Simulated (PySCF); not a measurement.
C8H6N2S. Atoms are numbered in the order given.

```xyz
17

C     -3.3938     0.3798     0.3380
C     -2.8609    -0.5666    -0.5327
C     -1.4797    -0.6815    -0.6320
C     -0.6727     0.1605     0.1483
C      0.7980     0.0826     0.0832
N      1.6143     0.8158     0.7822
C      2.9104     0.5194     0.5091
C      3.1144    -0.4655    -0.4225
S      1.6047    -1.0476    -0.9832
N     -1.1861     1.0670     0.9824
C     -2.5045     1.1686     1.0703
H     -4.4722     0.5075     0.4508
H     -3.5121    -1.2099    -1.1290
H     -1.0332    -1.4163    -1.3063
H      3.7093     1.0571     1.0233
H      4.0549    -0.8661    -0.7967
H     -2.8860     1.9250     1.7665
```
Charge 0, spin multiplicity 1.

Coordinates come from a PBE0-D3(BJ)/def2-SVP optimisation. One conformer was computed; it need not be the lowest.

The numbers are results of SMD-ωB97X/6-31G* (PySCF), not measurements.

Solvation free energies are E(SMD) − E(gas) at the gas-phase geometry, for 1 M in both phases. In vacuum the dipole moment is 2.76 D.

Computed solvation free energies in water, benzene, dimethylsulfoxide:
```csv
solvent,ΔG(solv) (kcal/mol),its non-electrostatic (CDS) part,dipole (D)
water,-9.2,1.3,4.22
benzene,-7.7,-3.4,3.30
dimethylsulfoxide,-9.2,1.1,4.19
```
